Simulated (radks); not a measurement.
Charge is removed step by step from the 4d5/2 level of I3+, starting from [Kr] 4d(3/2: 4, 5/2: 6) 5s2 5p2. All-electron calculation, Dirac Kohn-Sham, PBE, spin-unpolarised, spherical densities, point nucleus; open shells fill j = l - 1/2 first. Program: a radial shooting solver on a logarithmic mesh with Libxc functionals.

[
 {"removed (e)": "0", "E - E(0) (eV)": "0.000", "eigenvalue (eV)": "-81.225", "E minus straight line (eV)": "0.000"},
 {"removed (e)": "0.1", "E - E(0) (eV)": "8.220", "eigenvalue (eV)": "-83.178", "E minus straight line (eV)": "-0.896"},
 {"removed (e)": "0.2", "E - E(0) (eV)": "16.636", "eigenvalue (eV)": "-85.144", "E minus straight line (eV)": "-1.596"},
 {"removed (e)": "0.3", "E - E(0) (eV)": "25.249", "eigenvalue (eV)": "-87.122", "E minus straight line (eV)": "-2.099"},
 {"removed (e)": "0.4", "E - E(0) (eV)": "34.061", "eigenvalue (eV)": "-89.111", "E minus straight line (eV)": "-2.404"},
 {"removed (e)": "0.5", "E - E(0) (eV)": "43.072", "eigenvalue (eV)": "-91.113", "E minus straight line (eV)": "-2.509"},
 {"removed (e)": "0.6", "E - E(0) (eV)": "52.284", "eigenvalue (eV)": "-93.126", "E minus straight line (eV)": "-2.413"},
 {"removed (e)": "0.7", "E - E(0) (eV)": "61.698", "eigenvalue (eV)": "-95.151", "E minus straight line (eV)": "-2.116"},
 {"removed (e)": "0.8", "E - E(0) (eV)": "71.314", "eigenvalue (eV)": "-97.188", "E minus straight line (eV)": "-1.615"},
 {"removed (e)": "0.9", "E - E(0) (eV)": "81.135", "eigenvalue (eV)": "-99.235", "E minus straight line (eV)": "-0.910"},
 {"removed (e)": "1", "E - E(0) (eV)": "91.162", "eigenvalue (eV)": "-101.29", "E minus straight line (eV)": "0.000"}
]

Removing the whole electron costs 91.162 eV by Delta-SCF, against 81.225 eV from minus the eigenvalue at the starting occupation. Slater's transition state (half an electron removed) gives 91.113 eV. Integrating minus the eigenvalue over the occupation (Janak's theorem) gives 91.162 eV. The mean slope of the eigenvalue, de/dn, is 20.1 eV per electron.
